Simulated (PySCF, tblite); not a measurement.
Isomers of C3H11FOSi2, one GFN2-xTB conformer each. Single-point energies are computed at PBE0/pcSseg-1 (PySCF, gas phase, no added dispersion term), electronic only.

```csv
SMILES,GFN2-xTB relative energy (kJ/mol)
CC[C@H](F)[SiH2]O[SiH3],0.0
C[Si@H]([SiH3])COCF,362.8
```

Conformers: `[CH3:1][CH2:2][C@H:3]([F:4])[SiH2:5][O:6][SiH3:7]` with C1–C2–C3–F4 -65°, C2–C3–Si5–O6 178°, C3–Si5–O6–Si7 -31°; `[CH3:1][Si@H:2]([SiH3:3])[CH2:4][O:5][CH2:6][F:7]` with C1–Si2–C4–O5 74°, Si2–C4–O5–C6 176°, C4–O5–C6–F7 -71°.

Task: What does PBE0/pcSseg-1 give for the same structures?

Result: 
```json
{"SMILES": "CC[C@H](F)[SiH2]O[SiH3]", "PBE0/pcSseg-1 E (Eh)": "-874.43119", "PBE0/pcSseg-1 (kJ/mol)": "0.0", "GFN2-xTB (kJ/mol)": "0.0", "point group": "C1"}
{"SMILES": "C[Si@H]([SiH3])COCF", "PBE0/pcSseg-1 E (Eh)": "-874.35978", "PBE0/pcSseg-1 (kJ/mol)": "187.5", "GFN2-xTB (kJ/mol)": "362.8", "point group": "C1"}
```

Both levels put the same isomer lowest. As drawn, the lower has an Si–O bond, which the higher lacks; the higher has an Si–Si bond, which the lower lacks.

Task: Which frontier levels, dipoles and rotational constants go with these structures?

Result: 
```csv
SMILES,"HOMO (eV, PBE0/pcSseg-1)",LUMO (eV),dipole (D),"A, B, C (MHz)"
CC[C@H](F)[SiH2]O[SiH3],-7.87,0.20,1.22,"3857, 785.0, 692.3"
C[Si@H]([SiH3])COCF,-8.29,0.25,2.15,"2252, 947.7, 759.6"
```

Task: What happens when harmonic zero-point energies from GFN2-xTB frequencies are added?

Result: 
```json
{"SMILES": "CC[C@H](F)[SiH2]O[SiH3]", "ZPE (kJ/mol)": "339.9", "electronic (kJ/mol)": "0.0", "with ZPE (kJ/mol)": "0.0"}
{"SMILES": "C[Si@H]([SiH3])COCF", "ZPE (kJ/mol)": "339.2", "electronic (kJ/mol)": "187.5", "with ZPE (kJ/mol)": "186.9"}
```

The zero-point energies span 0.7 kJ/mol. The order is unchanged.
